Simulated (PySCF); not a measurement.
Simulated C 1s region for `C=C[SiH2][CH2][GeH3]`, binding energy against the vacuum level.

Every computed line was given a Gaussian of 0.4 eV full width at half maximum and an area set by the number of equivalent atoms; the highest printed point is 100. Computed with delta-SCF UKS SCAN, pcX-2 on the ionised atom, pcseg-1 elsewhere, spin-free X2C (PySCF 2.14.0).

| binding energy (eV) | intensity |
| --- | --- |
| 289.4 | 0 |
| 289.5 | 3 |
| 289.6 | 10 |
| 289.7 | 27 |
| 289.8 | 56 |
| 289.9 | 86 |
| 290.0 | 100 |
| 290.1 | 92 |
| 290.2 | 76 |
| 290.3 | 66 |
| 290.4 | 62 |
| 290.5 | 53 |
| 290.6 | 35 |
| 290.7 | 17 |
| 290.8 | 6 |
| 290.9 | 1 |
| 291.0 | 0 |

Count the maxima, the lines and the sites behind this envelope.

The curve has 1 maximum (at 290.0 eV). Under it lie 3 lines from 3 inequivalent carbon sites. At this width some lines have no maximum of their own.

Decompose the envelope and assign each component. Numbering: `[CH2:1]=[CH:2][SiH2:3][CH2:4][GeH3:5]`.

| position (eV) | relative area | line | atoms | environment |
| --- | --- | --- | --- | --- |
| 289.92 | 1 | C 1s | C4 | sp3 carbon bound to silicon |
| 290.07 | 1 | C 1s | C2 | alkene CH carbon |
| 290.44 | 1 | C 1s | C1 | terminal =CH2 carbon |

What are the centre and the root-mean-square width of the whole band?

The area-weighted mean of the lines is 290.15 eV. Their own spread about it is 0.22 eV (rms) and each Gaussian has σ = 0.4/2.355 = 0.17 eV; the variances add, which gives 0.28 eV.

Lowest listed C 1s: C4, bonded to 2 H, Ge and Si. Highest, 0.52 eV above it: C1, bonded to C (double bond) and 2 H. The widest gap between neighbouring values is 0.37 eV, between 290.07 and 290.44 eV. Summing the Pauling electronegativity differences to the bonded atoms, each weighted by its formal bond order, gives -1.89 for the lowest site and -0.70 for the highest; no listed site has a larger sum than the highest.

The curve has no shake-up lines and no vibrational structure. Isolated species at its PBE0-D3(BJ)/def2-SVP geometry (one conformer only).

The values belong to the conformer `[CH2:1]=[CH:2][SiH2:3][CH2:4][GeH3:5]`: C1–C2–Si3–C4 -3°, C2–Si3–C4–Ge5 -177°.
